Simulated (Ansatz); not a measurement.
GeH6OSi can be A, `[OH][GeH2][SiH3]`, or B, `O[SiH2][GeH3]`.

Computed with Ansatz on PBE0-D4/def2-TZVP structures; ΔE is electronic, products minus reactants. CBS: MP2 limit from def2 TZ/QZ plus the TZ coupled-cluster correction, frozen cores. DFT in def2-TZVPP. For Ge outer-core shells are correlated without core-valence functions, which leaves a few kJ/mol of doubt a bond. Scalar relativity is left out up to krypton. Each species was taken in one conformer, which may not be the lowest.

(1) Which isomer does CCSD(T)/CBS put lower? Give the gap. (Estimate.)

(2) Give E(B) − E(A) in kcal/mol with CCSD/def2-TZVPP, BLYP-D4, PBE0-D4, r2SCAN-D4, CCSD(T)/def2-SVP, B2PLYP, CCSD(T)/def2-TZVPP. (An estimate is asked.)

(3) Does the order hold for the free energy at 298.15 K (harmonic terms from PBE0-D4)? (Best estimate.)

Largest T1 diagnostic: 0.012.

Results:

(1) Computed: B, by 15.5 kcal/mol.

(2) The calculation gave: CCSD/def2-TZVPP -15.0, BLYP-D4 -14.0, PBE0-D4 -14.8, r2SCAN-D4 -15.0, CCSD(T)/def2-SVP -12.3, B2PLYP -14.9, CCSD(T)/def2-TZVPP -14.6. None reverses the order clearly.

(3) Ansatz gave: Yes: G(B) − G(A) = -15.3 kcal/mol, for one conformer each.

At CCSD(T), def2-SVP lies +3.2 kcal/mol from the extrapolated value and def2-TZVPP +0.8 kcal/mol. From BLYP to BHLYP (50 % exact exchange), in def2-TZVPP and without D4, E(B) − E(A) moves by −1.9 kcal/mol.
